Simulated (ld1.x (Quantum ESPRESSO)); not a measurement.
# Before and after: PAW potential for Yb (Z = 70)

ld1.x (Quantum ESPRESSO) 7.5 input, shortened:

```
&input
   title='Yb', zed=70., rel=1, dft='PBE', iswitch=3,
   config='[Xe] 4f14 5d0 6s1.5 6p0'
 /
 &inputp
   pseudotype=3, lpaw=.true., tm=.true., lloc=-1, rcloc=1.40,
   nlcc=.true., rcore=1.00,
   which_augfun='PSQ', rmatch_augfun_nc=.true.
 /
8
5S  1  0   2.00   0.00  1.55  1.85  0.0
6S  2  0   1.50   0.00  1.55  1.85  0.0
5P  2  1   6.00   0.00  2.65  3.20  0.0
6P  3  1   0.00   0.00  2.65  3.20  0.0
5D  3  2   0.00   0.00  2.65  3.50  0.0
5D  3  2   0.00   1.80  2.65  3.50  0.0
4F  4  3  14.00   0.00  1.00  1.30  0.0
4F  4  3   0.00   0.90  1.00  1.30  0.0
 &test
   configts(1)='4f14 5s2 5p6 5d0 6s1.5 6p0'
 /
```

Change: wave 4f channel at 0.9 Ry: rcut 1.00, rcutus 1.30 bohr becomes 4f channel at 1.86 Ry: rcut 1.00, rcutus 1.30 bohr.

Cutoffs: the cutoffs (Ry, on a coarse ladder) from which the occupation-weighted sum of valence levels, in a spherical-Bessel basis at the reference potential, stays within 10 and 1 mRy of its value at 400 Ry; they do not see the model core or the augmentation charge, which bear on the density cutoff. Errors are all-electron minus pseudo energies relative to the spin-unpolarised reference configuration.

Problem. What does the change do?

Solution. The potential gets neither clearly harder nor softer (120 Ry and 200 Ry → 120 Ry and 200 Ry); of the 7 tests that both files solve, the error grows in 2 and shrinks in 0 by more than 15 % and 0.3 meV (median size 1.0 → 1.8 meV); neither file shows a bound ghost.

| quantity | base | changed |
| --- | --- | --- |
| cutoff, loose | 120 Ry | 120 Ry |
| cutoff, tight | 200 Ry | 200 Ry |
| loose cutoff by channel (10 mRy a level) | s 12 Ry, p 6 Ry, f 80 Ry | s 12 Ry, p 6 Ry, f 70 Ry |
| bound ghosts | none | none |
| error for 4f14 5s2 5p6 5d0 6s2 6p0, meV [ΔE -2.60 eV] | +1.9 | +1.8 |
| error for 4f14 5s2 5p6 5d0 6s1 6p0, meV [ΔE 3.94 eV] | -1.9 | -2.0 |
| error for 4f14 5s2 5p6 5d0 6s0 6p0, meV [ΔE 16.18 eV] | -6.5 | -7.3 |
| error for 4f14 5s2 5p6 5d0 6s0 6p2, meV [ΔE 3.45 eV] | -0.3 | -0.6 |
| error for 4f14 5s2 5p6 5d0.5 6s1.5 6p0, meV [ΔE -0.97 eV] | +1.0 | +0.8 |
| error for 4f13 5s2 5p6 5d0 6s0 6p0, meV [ΔE 42.77 eV] | -0.9 | -116 |
| error for 4f14 5s2 5p6 5d0 6s0 6p1, meV [ΔE 7.72 eV] | -1.0 | -1.5 |
| s: phases at 3.79 bohr within 0.05 rad from the reference energy up to (Ry; the scan ends near 5) | 1.9 | 1.9 |
| p: phases at 3.79 bohr within 0.05 rad from the reference energy up to (Ry; the scan ends near 5) | 1.5 | 1.5 |
| d: phases at 3.79 bohr within 0.05 rad from the reference energy up to (Ry; the scan ends near 5) | 3.6 | 3.6 |
| f: phases at 3.79 bohr within 0.05 rad from the reference energy up to (Ry; the scan ends near 5) | n/a | n/a |
| lowest overlap eigenvalue by channel | s 0.05, p 0.71, d 0.80, f 0.89 | s 0.05, p 0.71, d 0.80, f 0.23 |
